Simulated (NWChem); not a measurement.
System: C3H5ClSi; SMILES C=C=C([SiH3])Cl

Here is an NWChem input.

```
start job
memory heap 200 mb stack 900 mb global 1100 mb
geometry units angstroms noautoz
  C     -0.640802    -2.624461    -0.209258
  C     -0.305521    -1.367627    -0.002803
  C     -0.023342    -0.094222     0.191949
  Si    -1.264531     1.317537     0.018064
  Cl     1.610730     0.420022     0.651888
  H     -0.556235    -3.085480    -1.209087
  H     -1.012879    -3.262715     0.611436
  H     -2.598564     0.748430    -0.371949
  H     -0.779563     2.275626    -1.033136
  H     -1.371859     2.045726     1.328169
end
basis spherical
  C library def2-svp
  Si library def2-svp
  Cl library def2-svp
  H library def2-svp
end
dft
  xc b3lyp
  iterations 150
  vectors input atomic output neutral.movecs
end
task dft energy
charge 1
dft
  odft
  mult 2
  vectors input atomic output cation.movecs
end
task dft energy
```

The geometry was optimised at PBE-D3(BJ)/def2-SVP.

Ions are spin-unrestricted doublets at the neutral geometry; other ion states weren't tried.

Problem. What results follow from this input? (B3LYP/def2-SVP, vertical spin-unrestricted ions.) Quantities: vertical ionisation energy, ΔSCF (eV); −ε(HOMO) (eV).

Solution. 
- vertical ionisation energy, ΔSCF (eV): 9.33
- −ε(HOMO) (eV): 7.09
